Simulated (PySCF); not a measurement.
CH₄BeS, SMILES [S](C)[BeH]. Atoms are numbered in the order given.

```xyz
7

Be    -0.6821     1.6161     0.0000
H     -1.5579     2.6132     0.0000
S      0.5899     0.2086     0.0000
C     -0.5073    -1.2770     0.0000
H     -1.1287    -1.3047     0.8914
H      0.1492    -2.1440     0.0000
H     -1.1287    -1.3047    -0.8914
```

Geometry: B3LYP-D3(BJ)/def2-TZVP.

Calculation: C-PCM-B3LYP/def2-SVP (PySCF 2.14.0).

The values are the electrostatic part of the solvation free energy, E(continuum) − E(gas) at the gas-phase geometry, in a cavity of scaled van der Waals radii (PySCF's table); cavitation and dispersion terms are not included. A continuum can't describe solvent molecules that bind to the metal. In vacuum the orbital gap is 5.63 eV. The dipole moment in vacuum is 1.61 D.

```json
[
 {"solvent": "water", "ε": "78.36", "ΔG(elec) (kcal/mol)": "-5.2", "dipole (D)": "1.97", "gap (eV)": "5.93"},
 {"solvent": "toluene", "ε": "2.37", "ΔG(elec) (kcal/mol)": "-2.9", "dipole (D)": "1.80", "gap (eV)": "5.80"},
 {"solvent": "chloroform", "ε": "4.71", "ΔG(elec) (kcal/mol)": "-4.0", "dipole (D)": "1.88", "gap (eV)": "5.86"}
]
```
